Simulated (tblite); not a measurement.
A geometry optimisation, step by step.

Species: CH₄BO₃ (doublet state).
Atom-mapped SMILES: `[O:1][CH2:2][B:3]([OH:4])[OH:5]` (hydrogens: H6, H7 on C2; H8 on O4; H9 on O5)

Computed with GFN2-xTB (tblite), gas phase: L-BFGS steps from a force-field or distance-geometry start until the largest atomic force falls under 0.01 eV/Å. 14 of its 83 geometries are shown.

Step 0: E = -477.3534 eV, largest atomic force 3.607 eV/Å
```
atom  x, y, z in Å  |  force x, y, z in eV/Å
O1      1.246   -0.815   -1.479   -0.636   1.164   2.494
C2      1.010   -0.345   -0.183    2.504  -1.608  -2.038
B3     -0.439    0.219    0.023   -2.897   0.432   0.949
O4     -1.544   -0.663   -0.314    1.523   0.898   2.428
O5     -0.583    1.484    0.729   -0.104  -1.440  -2.702
H6      1.084   -1.227    0.513   -0.262   0.357  -0.166
H7      1.793    0.388    0.143   -0.470  -0.131  -0.386
H8     -1.783   -1.206    0.499    0.234   1.025  -1.729
H9     -0.769    2.172    0.044    0.108  -0.698   1.148
```

Step 6: E = -478.1977 eV, largest atomic force 0.444 eV/Å
```
atom  x, y, z in Å  |  force x, y, z in eV/Å
O1      1.210   -0.760   -1.452   -0.063   0.007   0.306
C2      1.111   -0.408   -0.201   -0.095   0.045  -0.023
B3     -0.452    0.186    0.067   -0.361   0.161  -0.049
O4     -1.510   -0.581   -0.195   -0.123  -0.064   0.166
O5     -0.586    1.411    0.570    0.373   0.224  -0.089
H6      1.076   -1.237    0.546    0.345  -0.042  -0.118
H7      1.783    0.413    0.117    0.068  -0.165   0.027
H8     -1.830   -1.227    0.422   -0.045  -0.300  -0.220
H9     -0.789    2.210    0.101   -0.099   0.133   0.001
```

Step 13: E = -478.6594 eV, largest atomic force 0.940 eV/Å
```
atom  x, y, z in Å  |  force x, y, z in eV/Å
O1      1.096   -0.732   -1.407   -0.171   0.107   0.853
C2      1.121   -0.440   -0.117   -0.261   0.031  -0.902
B3     -0.517    0.220    0.120    0.616  -0.694  -0.040
O4     -1.641   -0.491    0.063   -0.192   0.329   0.245
O5     -0.366    1.511    0.290    0.568  -0.081  -0.039
H6      1.268   -1.298    0.552   -0.170  -0.183   0.124
H7      1.816    0.383    0.140   -0.261  -0.082   0.060
H8     -1.859   -1.423    0.166    0.659   0.400  -0.264
H9     -0.904    2.276    0.168   -0.787   0.173  -0.035
```

Step 19: E = -478.9556 eV, largest atomic force 0.563 eV/Å
```
atom  x, y, z in Å  |  force x, y, z in eV/Å
O1      1.012   -0.759   -1.382   -0.090   0.002   0.072
C2      1.070   -0.468   -0.106    0.033  -0.092  -0.084
B3     -0.443    0.234    0.143    0.140   0.333  -0.084
O4     -1.632   -0.377    0.185    0.379  -0.401  -0.110
O5     -0.278    1.552    0.189   -0.344   0.172   0.081
H6      1.239   -1.331    0.556   -0.172  -0.197   0.150
H7      1.749    0.359    0.167    0.109  -0.027  -0.105
H8     -1.654   -1.328    0.033   -0.033   0.293   0.050
H9     -1.051    2.124    0.190   -0.022  -0.083   0.030
```

Step 25: E = -479.0274 eV, largest atomic force 0.253 eV/Å
```
atom  x, y, z in Å  |  force x, y, z in eV/Å
O1      0.962   -0.801   -1.375    0.046   0.054   0.072
C2      1.079   -0.487   -0.112   -0.119   0.090   0.188
B3     -0.389    0.306    0.149   -0.029  -0.067  -0.211
O4     -1.541   -0.367    0.163   -0.056   0.075   0.065
O5     -0.324    1.635    0.201   -0.088  -0.116   0.082
H6      1.144   -1.355    0.581   -0.017   0.112  -0.025
H7      1.821    0.295    0.145    0.099  -0.171  -0.158
H8     -1.569   -1.311    0.012    0.117  -0.001  -0.024
H9     -1.169    2.091    0.210    0.047   0.026   0.012
```

Step 32: E = -479.0444 eV, largest atomic force 0.066 eV/Å
```
atom  x, y, z in Å  |  force x, y, z in eV/Å
O1      0.945   -0.808   -1.365   -0.028  -0.046   0.019
C2      1.075   -0.479   -0.103   -0.037   0.038   0.024
B3     -0.393    0.320    0.130    0.029  -0.002   0.017
O4     -1.537   -0.367    0.158    0.040  -0.028  -0.020
O5     -0.347    1.645    0.215    0.001  -0.003  -0.003
H6      1.103   -1.336    0.604   -0.014   0.060  -0.025
H7      1.877    0.246    0.115   -0.039  -0.004  -0.005
H8     -1.514   -1.309   -0.004    0.007  -0.027  -0.028
H9     -1.196    2.094    0.225    0.043   0.011   0.021
```

Step 38: E = -479.0479 eV, largest atomic force 0.063 eV/Å
```
atom  x, y, z in Å  |  force x, y, z in eV/Å
O1      0.922   -0.827   -1.355    0.002  -0.044  -0.001
C2      1.065   -0.471   -0.102    0.033  -0.034  -0.004
B3     -0.393    0.321    0.127   -0.009   0.012   0.011
O4     -1.527   -0.384    0.151   -0.055  -0.023  -0.021
O5     -0.341    1.644    0.218   -0.008   0.017   0.021
H6      1.083   -1.310    0.623    0.037  -0.012   0.013
H7      1.876    0.248    0.099   -0.011   0.022  -0.018
H8     -1.491   -1.323   -0.029    0.023   0.052  -0.011
H9     -1.181    2.108    0.243   -0.012   0.012   0.009
```

Step 44: E = -479.0528 eV, largest atomic force 0.093 eV/Å
```
atom  x, y, z in Å  |  force x, y, z in eV/Å
O1      0.897   -0.905   -1.330    0.033   0.001  -0.007
C2      1.055   -0.477   -0.103   -0.027   0.007  -0.008
B3     -0.406    0.329    0.130    0.010  -0.015   0.015
O4     -1.532   -0.390    0.118    0.047   0.065   0.002
O5     -0.345    1.649    0.254    0.026  -0.032   0.006
H6      1.095   -1.282    0.660    0.023   0.045   0.054
H7      1.856    0.266    0.051    0.015  -0.022  -0.044
H8     -1.436   -1.320   -0.084   -0.082  -0.029  -0.034
H9     -1.171    2.136    0.278   -0.045  -0.019   0.016
```

Step 50: E = -479.0699 eV, largest atomic force 0.347 eV/Å
```
atom  x, y, z in Å  |  force x, y, z in eV/Å
O1      0.893   -1.120   -1.246   -0.097  -0.099   0.237
C2      1.050   -0.487   -0.113    0.182   0.089   0.018
B3     -0.412    0.326    0.145    0.049   0.057  -0.161
O4     -1.537   -0.373    0.030   -0.195  -0.254  -0.042
O5     -0.350    1.634    0.365   -0.069   0.113   0.033
H6      1.181   -1.132    0.793   -0.110   0.058  -0.233
H7      1.824    0.298   -0.138    0.038   0.074   0.056
H8     -1.472   -1.293   -0.250    0.019   0.254   0.061
H9     -1.163    2.155    0.389    0.183  -0.293   0.032
```

Step 57: E = -479.1145 eV, largest atomic force 0.368 eV/Å
```
atom  x, y, z in Å  |  force x, y, z in eV/Å
O1      0.873   -1.342   -1.088    0.039   0.152   0.146
C2      1.056   -0.471   -0.130    0.016  -0.132  -0.017
B3     -0.406    0.330    0.113   -0.017   0.003  -0.018
O4     -1.546   -0.339   -0.062    0.059   0.361   0.044
O5     -0.334    1.609    0.480    0.027  -0.150  -0.093
H6      1.199   -0.930    0.876    0.032   0.045  -0.038
H7      1.823    0.307   -0.317   -0.100  -0.101  -0.044
H8     -1.476   -1.221   -0.418    0.041  -0.284  -0.090
H9     -1.176    2.063    0.520   -0.097   0.106   0.111
```

Step 63: E = -479.1412 eV, largest atomic force 0.121 eV/Å
```
atom  x, y, z in Å  |  force x, y, z in eV/Å
O1      0.873   -1.532   -0.882   -0.060   0.093   0.048
C2      1.050   -0.485   -0.127   -0.032  -0.014  -0.009
B3     -0.417    0.330    0.087    0.006   0.002   0.022
O4     -1.553   -0.303   -0.195    0.007   0.026  -0.078
O5     -0.337    1.567    0.571   -0.006   0.000  -0.011
H6      1.281   -0.717    0.935    0.044  -0.014   0.029
H7      1.746    0.276   -0.523    0.007   0.000  -0.024
H8     -1.468   -1.175   -0.590    0.006  -0.017   0.033
H9     -1.161    2.045    0.698    0.029  -0.076  -0.009
```

Step 69: E = -479.1466 eV, largest atomic force 0.094 eV/Å
```
atom  x, y, z in Å  |  force x, y, z in eV/Å
O1      0.845   -1.583   -0.781   -0.052  -0.046  -0.064
C2      1.047   -0.486   -0.114    0.027   0.004   0.043
B3     -0.416    0.333    0.080    0.026   0.019  -0.006
O4     -1.547   -0.269   -0.279   -0.013  -0.038   0.017
O5     -0.339    1.552    0.606    0.008  -0.027   0.044
H6      1.342   -0.644    0.945    0.028   0.042   0.015
H7      1.708    0.252   -0.606    0.001   0.001   0.007
H8     -1.458   -1.153   -0.645    0.001   0.024  -0.015
H9     -1.169    2.004    0.767   -0.026   0.020  -0.040
```

Step 76: E = -479.1489 eV, largest atomic force 0.061 eV/Å
```
atom  x, y, z in Å  |  force x, y, z in eV/Å
O1      0.820   -1.599   -0.753    0.013   0.018   0.057
C2      1.047   -0.493   -0.105    0.005   0.031  -0.032
B3     -0.415    0.331    0.089    0.013   0.023   0.009
O4     -1.542   -0.260   -0.299   -0.003  -0.002   0.027
O5     -0.344    1.542    0.638   -0.007  -0.025   0.013
H6      1.383   -0.617    0.946   -0.015  -0.045  -0.013
H7      1.688    0.240   -0.632   -0.002  -0.002  -0.016
H8     -1.446   -1.138   -0.677   -0.004  -0.004  -0.025
H9     -1.177    2.000    0.768    0.000   0.006  -0.019
```

Step 82: E = -479.1500 eV, largest atomic force 0.006 eV/Å
```
atom  x, y, z in Å  |  force x, y, z in eV/Å
O1      0.810   -1.636   -0.677    0.002  -0.002  -0.003
C2      1.047   -0.495   -0.098    0.002   0.004   0.002
B3     -0.415    0.329    0.097   -0.001  -0.001   0.006
O4     -1.537   -0.242   -0.333   -0.001   0.003  -0.002
O5     -0.351    1.522    0.682    0.003   0.000   0.001
H6      1.430   -0.566    0.940   -0.003  -0.002   0.004
H7      1.654    0.217   -0.692   -0.002   0.001  -0.005
H8     -1.440   -1.109   -0.738    0.001  -0.003   0.000
H9     -1.184    1.985    0.794    0.000   0.000  -0.003
```

**Question.** Summarise the path.

**Answer.** The energy falls by 1.7966 eV from step 0 to step 82; nine tenths of that is first reached at step 20. It rises by more than 0.2 meV at steps 12 and 52. The largest force goes from 3.607 to 0.006 eV/Å. Among the bonds B3–O5 changes most, from 1.456 to 1.331 Å; the atoms move by 0.793 Å rms after alignment.

**Question.** Follow the three bonds and two angles with the largest change from start to end.

**Answer.** 
| step | E above end (eV) | largest force (eV/Å) | B3–O5 (Å) | B3–O4 (Å) | C2–B3 (Å) | B3–O5–H9 (°) | B3–C2–H7 (°) |
| --- | --- | --- | --- | --- | --- | --- | --- |
| 0 | 1.7966 | 3.607 | 1.456 | 1.453 | 1.569 | 106.7 | 111.8 |
| 4 | 0.9964 | 0.509 | 1.332 | 1.332 | 1.709 | 120.8 | 105.9 |
| 7 | 0.9209 | 0.722 | 1.331 | 1.331 | 1.693 | 132.5 | 104.5 |
| 11 | 0.6072 | 1.067 | 1.332 | 1.331 | 1.775 | 136.6 | 106.9 |
| 14 | 0.4283 | 0.830 | 1.316 | 1.339 | 1.769 | 134.3 | 105.5 |
| 18 | 0.2174 | 0.749 | 1.327 | 1.340 | 1.694 | 120.0 | 102.0 |
| 21 | 0.1604 | 0.290 | 1.328 | 1.333 | 1.666 | 117.3 | 100.4 |
| 25 | 0.1227 | 0.253 | 1.331 | 1.335 | 1.689 | 115.6 | 102.4 |
| 29 | 0.1078 | 0.116 | 1.328 | 1.335 | 1.680 | 116.3 | 107.0 |
| 32 | 0.1057 | 0.066 | 1.329 | 1.336 | 1.687 | 115.9 | 107.1 |
| 36 | 0.1029 | 0.066 | 1.328 | 1.336 | 1.677 | 116.0 | 107.9 |
| 39 | 0.1017 | 0.086 | 1.327 | 1.334 | 1.676 | 117.1 | 107.8 |
| 43 | 0.0980 | 0.086 | 1.327 | 1.336 | 1.684 | 117.9 | 106.8 |
| 46 | 0.0950 | 0.105 | 1.326 | 1.335 | 1.684 | 118.4 | 106.8 |
| 50 | 0.0801 | 0.347 | 1.328 | 1.329 | 1.693 | 119.8 | 105.5 |
| 53 | 0.0545 | 0.493 | 1.333 | 1.331 | 1.696 | 115.7 | 105.9 |
| 57 | 0.0355 | 0.368 | 1.332 | 1.334 | 1.685 | 114.8 | 106.9 |
| 61 | 0.0125 | 0.104 | 1.330 | 1.331 | 1.690 | 117.2 | 105.9 |
| 64 | 0.0076 | 0.082 | 1.331 | 1.331 | 1.691 | 117.1 | 104.7 |
| 68 | 0.0040 | 0.089 | 1.331 | 1.331 | 1.687 | 116.5 | 104.0 |
| 71 | 0.0023 | 0.049 | 1.331 | 1.330 | 1.690 | 116.4 | 104.4 |
| 75 | 0.0015 | 0.065 | 1.331 | 1.331 | 1.689 | 116.2 | 103.8 |
| 78 | 0.0002 | 0.040 | 1.331 | 1.330 | 1.691 | 116.4 | 102.9 |
| 82 | 0.0000 | 0.006 | 1.331 | 1.331 | 1.690 | 116.2 | 102.8 |

What follows is the cost of the whole relaxation. Time: 0.29 s. Hardware: one thread of an Arm Neoverse V1 (shared host).
